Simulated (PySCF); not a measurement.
C₄H₅NSi, SMILES C(#C)[SiH](N)C#C.

The structure is a stationary point at PBE0-D3(BJ)/def2-SVP. This is a generated structure with no PubChem entry under its InChIKey; it may be hypothetical. The values are those of a single conformer.

Two levels are set side by side: PBE/def2-TZVP (PySCF) and ωB97X/def2-TZVP (PySCF). Same geometry, gas phase. Differences are taken from unrounded values.

```tsv
quantity	PBE
orbital gap (eV)	4.72
highest occupied level (eV)	-6.27
lowest empty level (eV)	-1.55
dipole moment (D)	1.27
mean polarisability (bohr³)	76.2
```

Problem. These are the PBE values. What does ωB97X give? (An estimate is asked for; the answer gives what the named calculation found.)

Solution. 
```tsv
quantity	ωB97X	PBE minus ωB97X
orbital gap (eV)	11.56	-6.84
highest occupied level (eV)	-10.10	3.83
lowest empty level (eV)	1.46	-3.01
dipole moment (D)	1.29	-0.01
mean polarisability (bohr³)	71.9	4.3
```

Without exact exchange PBE keeps part of each electron's self-repulsion, which lifts occupied levels and narrows the gap. Loosely held outer electrons make PBE densities more polarisable. Differences between two approximate levels are no errors against the true value.

Rough cost on one machine, each run with all the roots and properties that it gave: ωB97X against PBE within a factor of 2.
